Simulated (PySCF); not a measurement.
# MoO₂ + NH₃ → H₃MoN + O₂

Level: PBE0 in the def2-TZVP basis family, computed in PySCF with density fitting; scalar-relativistic core potentials for atoms from Rb on, none lighter, no spin–orbit coupling; open shells unrestricted.

```
species                                                                   state and structure      E (Eh)  ZPE (kJ/mol)  H(298 K) − H(0) (kJ/mol)  S° (J/(mol K))
   MoO₂                                        triplet, C2v, Mo–O 1.683 Å (×2); O–Mo–O 114.5°  -218.55623          13.9                      11.2           276.1
    NH₃                                     singlet, C3v, N–H 1.013 Å (×3); H–N–H 107.1° (×3)   -56.51312          90.6                      10.0           192.4
  H₃MoN  singlet, C3v, Mo–H 1.699 Å (×3), Mo–N 1.612 Å; H–Mo–H 118.3° (×3), H–Mo–N 97.5° (×3)  -124.63123          64.2                      11.3           252.1
     O₂                                                             triplet, D∞h, O–O 1.193 Å  -150.23561          10.3                       8.7           204.9
```

Q: What is the electronic reaction energy?

A: At PBE0/def2-TZVP, ΔE = 531.7 kJ/mol from the differences of the total energies times 2625.5, uphill. 

Q: Add zero-point, thermal and entropy terms for 298.15 K and 1 bar.

A: ΔZPE = -30.0 and Δ[H(298) − H(0)] = -1.2 kJ/mol give ΔH° = 500.5 kJ/mol. ΔS° = -11.5 J/(mol K), so ΔG° = 500.5 − 298.15 × (-0.0115) = 504 kJ/mol.

Open d or f shells are single determinants, so the state found may not be the ground state. Only the bonding shown was studied: isomers, or loss of a ligand pair, can lie lower.
